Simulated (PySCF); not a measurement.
**Two-component Hartree-Fock for Mn⁷⁺ (manganese, charge +7)**

Start: [Ar]. Calculated with PySCF 2.14 in x2c-TZVPPall-2c with one added diffuse shell each of s, p, d, f type (7s8p5d3f1g, 86 functions): generalised Hartree-Fock with the X2C-1e Hamiltonian and a Gaussian nucleus; spin-orbit coupling (SO) screened by Boettger's factors.

```json
{"spinor shell": "1s1/2", "electrons": "2", "ε, screened SO (eV)": "-6743.7", "weight of nominal j (screened SO)": "1.000", "rms radius, screened SO (bohr)": "0.0703"}
{"spinor shell": "2s1/2", "electrons": "2", "ε, screened SO (eV)": "-953.04", "weight of nominal j (screened SO)": "1.000", "rms radius, screened SO (bohr)": "0.301"}
{"spinor shell": "2p1/2", "electrons": "2", "ε, screened SO (eV)": "-833.44", "weight of nominal j (screened SO)": "1.000", "rms radius, screened SO (bohr)": "0.270"}
{"spinor shell": "2p3/2", "electrons": "4", "ε, screened SO (eV)": "-822.73", "weight of nominal j (screened SO)": "1.000", "rms radius, screened SO (bohr)": "0.273"}
{"spinor shell": "3s1/2", "electrons": "2", "ε, screened SO (eV)": "-236.81", "weight of nominal j (screened SO)": "1.000", "rms radius, screened SO (bohr)": "0.848"}
{"spinor shell": "3p1/2", "electrons": "2", "ε, screened SO (eV)": "-197.03", "weight of nominal j (screened SO)": "1.000", "rms radius, screened SO (bohr)": "0.873"}
{"spinor shell": "3p3/2", "electrons": "4", "ε, screened SO (eV)": "-195.38", "weight of nominal j (screened SO)": "1.000", "rms radius, screened SO (bohr)": "0.879"}
```

```csv
quantity,screened SO
E (hartree),-1143.12541
M_J,0
⟨J²⟩,0.000
⟨L²⟩,0.001
⟨S²⟩,0.001
```
